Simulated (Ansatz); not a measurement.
Two spin states of AuS, each at its own minimum; 2S+1 = 2, 4 were tried, and our sources give no spin for the ground state. No spin–orbit coupling.

| level | energy of the multiplicity-4 state above the multiplicity-2 state (kJ/mol) |
|---|---|
| PBE/def2-TZVPP | 128.4 |
| PBE0/def2-TZVPP | 139.7 |
| wB97X-V/def2-TZVPP | 158.1 |
| CCSD/def2-TZVPP | 143.5 |
| CCSD(T)/def2-TZVPP | 141.5 |

The rows run from 128.4 (PBE/def2-TZVPP) to 158.1 kJ/mol (wB97X-V/def2-TZVPP). The 3 functionals in def2-TZVPP without D3 or D4 span 29.7, from PBE to wB97X-V.

Each state is the lowest solution found for its spin in def2 and cc sets.

Correlated levels freeze the inner cores; with def2 sets outer-core shells near the valence are correlated too.

Programs: Ansatz (an electronic-structure program). Each number belongs to the level named beside it. In def2 rows elements past Kr take small-core potentials, without spin–orbit coupling.
